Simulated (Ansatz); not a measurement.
Reaction (cleavage of the Si–Si bond): `O[SiH](O)[SiH2][SiH3]` + `BN[SiH2]Cl` → `BN([SiH2][SiH3])[SiH2]Cl` + `O[SiH2]O`

Computed with Ansatz on PBE0-D4/def2-TZVP structures; ΔE is electronic, products minus reactants. CBS: MP2 limit from def2 TZ/QZ plus the TZ coupled-cluster correction, frozen cores. DFT in def2-TZVPP. B3LYP here is the variant with VWN-RPA as its local correlation; programs differ in this. One conformer a species, not always the lowest.

`O[SiH](O)[SiH2][SiH3]`:

Cartesian coordinates in Å:
```
O -1.231 0.263 -2.646
Si -1.114 -0.074 -1.038
O -0.947 -1.684 -0.731
Si 0.768 0.880 -0.020
Si 1.073 -0.010 2.120
H -0.451 0.115 -3.184
H -2.400 0.433 -0.493
H -1.669 -2.264 -0.983
H 1.975 0.605 -0.855
H 0.598 2.359 0.056
H 1.391 -1.458 2.024
H -0.175 0.156 2.913
H 2.180 0.679 2.837
```

`BN[SiH2]Cl`:

```xyz
9

B    -0.339   -1.544    0.044
N    -0.570   -0.185    0.303
Si    0.529    1.107   -0.035
Cl   -0.103    2.213   -1.647
H     0.706   -1.867   -0.443
H    -1.180   -2.350    0.318
H    -1.464    0.064    0.704
H     0.577    2.042    1.111
H     1.844    0.519   -0.354
```

`BN([SiH2][SiH3])[SiH2]Cl`:

Z-matrix (Å, degrees):
```
Si
N 1 1.770
Si 1 2.340 2 110.9
H 1 1.486 2 108.7 3 -122.7
H 1 1.489 2 106.8 3 120.3
B 2 1.412 1 118.6 3 73.7
Si 2 1.734 1 120.3 3 -104.4
H 3 1.487 1 109.7 2 -57.5
H 3 1.486 1 110.1 2 62.5
H 3 1.488 1 109.7 2 -177.2
H 6 1.198 2 120.2 1 -178.3
H 6 1.200 2 119.1 1 1.9
Cl 7 2.057 2 109.3 1 61.3
H 7 1.479 2 110.4 1 -55.3
H 7 1.476 2 109.5 1 -179.8
```

`O[SiH2]O`:

Z-matrix (Å, degrees):
```
Si
O 1 1.642
O 1 1.642 2 113.5
H 1 1.481 2 111.5 3 116.9
H 1 1.481 2 103.8 3 -121.2
H 2 0.958 1 117.7 3 -66.0
H 3 0.958 1 117.7 2 -66.0
```

Task: Is it downhill or uphill in electronic energy at CCSD(T)/CBS, and by how much? (An estimate is asked.)

Result: The calculation gave: Downhill: ΔE = -42.4 kJ/mol.

Task: What do these levels give: PBE-D4, PBE, r2SCAN, B3LYP, HF/def2-TZVPP, SCS-MP2/def2-QZVPP? (Best estimate.)

Result: Ansatz gave: PBE-D4 -19.5, PBE -13.1, r2SCAN -29.0, B3LYP -28.2, HF/def2-TZVPP -46.8, SCS-MP2/def2-QZVPP -51.9 kJ/mol.

Largest T1 diagnostic among the species: 0.013.

The D4 term adds −10.3 kJ/mol with B3LYP and −5.8 kJ/mol with PBE0; it sums over pairs of atoms, weighted by their polarisabilities, and B3LYP, whose exchange is more repulsive, gets the larger term. From PBE to PBE0 (25 % exact exchange), in def2-TZVPP and without D4, ΔE moves by −7.3 kJ/mol.
